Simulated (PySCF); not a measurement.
C₄H₁₀MgO (SMILES C[C](C)(C)[Mg][OH]), singlet, geometry from GFN2-xTB (such geometries of metal compounds can be far from the true shape). Base run: HF/6-31G, polarisability (PySCF).

PySCF was given this input:
```python
from pyscf import gto, scf
from pyscf.prop import polarizability

mol = gto.Mole()
mol.atom = '''
    Mg    0.081310   -1.197826   -0.703424
    C     0.091956    0.745145    0.037832
    C    -1.316422    1.137674    0.438539
    C     1.013130    0.819656    1.239616
    C     0.599030    1.636060   -1.082754
    H    -1.322378    2.148947    0.859015
    H    -1.702064    0.452653    1.193686
    H    -1.991052    1.122127   -0.418593
    H     0.685839    0.125554    2.013800
    H     2.040536    0.574060    0.967242
    H     1.004498    1.830606    1.660885
    H     1.610117    1.361952   -1.384942
    H    -0.051911    1.589207   -1.956170
    H     0.625052    2.679028   -0.743434
    O    -0.435689   -2.529855    0.219316
    H    -0.715008   -3.302585    0.695677
'''
mol.basis = '6-31g'
mol.charge = 0
mol.spin = 0
mol.verbose = 4
mol.build()

mf = scf.RHF(mol)
mf.kernel()
alpha = mf.Polarizability().polarizability()[2, 2]
print('alpha_zz =', alpha)
```

Each row names what was changed in the base input (with any setting that the change needs).

```tsv
change	alpha_zz (bohr³)	basis functions	core-seconds (rough)
base	65.97	78	2
finite field (a.u.) = 0.001; conv_tol = 1e-6	65.89	78	2
functional = lda,vwn	83.21	78	20
basis = cc-pVDZ	69.79	138	20
basis = STO-3G	30.01	44	1
finite field (a.u.) = 2e-4; conv_tol = 1e-11	65.97	78	3
functional = pbe	83.28	78	40
finite field (a.u.) = 0.005; conv_tol = 1e-11	66.03	78	2
functional = camb3lyp	73.31	78	90
finite field (a.u.) = 0.05; conv_tol = 1e-11	73.55	78	4
basis = def2-SVP	[?]	138	10
functional = pbe0	[?]	78	30
```

Problem. Some entries are withheld; supply them.

Solution. 
- basis = def2-SVP, alpha_zz (bohr³): 68.45
- functional = pbe0, alpha_zz (bohr³): 77.20

Finite-field rows take the second difference of the energy in a field along z; a small field with loose convergence shows SCF noise divided by the square of the field, and a large one adds hyperpolarisability.
